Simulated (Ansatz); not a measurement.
Program: Ansatz. Geometries: PBE0-D4/def2-TZVP. ΔE: electronic, gas phase. CCSD(T)/CBS is the MP2 limit (def2-TZVPP, def2-QZVPP) plus CCSD(T) − MP2 in def2-TZVPP, frozen cores. This one scheme is used for every species. Functionals use def2-TZVPP. For Ge outer-core shells are correlated without core-valence functions, which leaves a few kJ/mol of doubt a bond. Scalar relativity is left out up to krypton. One conformer a species, not always the lowest.

Consider the ligand exchange at a Ge–O bond: `[OH][GeH]1[O][SiH2]1` + NH₃ → `[NH2][GeH]1[O][SiH2]1` + H₂O.

`[OH][GeH]1[O][SiH2]1`:

Z-matrix (Å, degrees):
```
Ge
O 1 1.886
Si 1 2.261 2 45.9
O 1 1.770 2 110.6 3 -118.6
H 1 1.530 2 110.0 3 127.3
H 3 1.486 1 121.7 2 -102.9
H 3 1.485 1 124.2 2 102.2
H 4 0.960 1 112.8 2 62.1
```

NH₃:

```xyz
4

N     0.092   -0.262    0.046
H    -0.843   -0.123    0.409
H     0.688    0.427    0.487
H     0.063   -0.041   -0.942
```

`[NH2][GeH]1[O][SiH2]1`:

Cartesian coordinates in Å:
```
N 0.199 -1.798 -0.575
Ge 0.124 0.009 -0.709
O 1.105 0.813 0.702
Si -0.410 1.396 0.992
H 0.419 -2.315 -1.412
H -0.494 -2.272 -0.020
H 0.795 0.397 -2.033
H -1.104 0.915 2.215
H -0.635 2.857 0.840
```

H₂O:

```xyz
3

O     0.186    0.341   -0.018
H     0.553   -0.511    0.224
H    -0.739    0.170   -0.206
```

| species | r2SCAN energy (Eh) |
| --- | --- |
| `[OH][GeH]1[O][SiH2]1` | -2519.35975 |
| NH₃ | -56.54856 |
| `[NH2][GeH]1[O][SiH2]1` | -2499.47450 |
| H₂O | -76.42320 |

Problem. Work out ΔE.

Solution. ΔE = (-2499.47450) + (-76.42320) − (-2519.35975) − (-56.54856) = 0.01061 Eh = +27.9 kJ/mol. CCSD(T)/CBS gives +20.4 kJ/mol.

Largest T1 diagnostic among the species: 0.014.

In def2-TZVPP, CCSD(T) changes the Hartree–Fock value by −3.6 kJ/mol (the triples alone add +0.4 kJ/mol) and MP2 by −5.1 kJ/mol. From PBE to PBE0 (25 % exact exchange), in def2-TZVPP and without D4, ΔE moves by −3.4 kJ/mol.
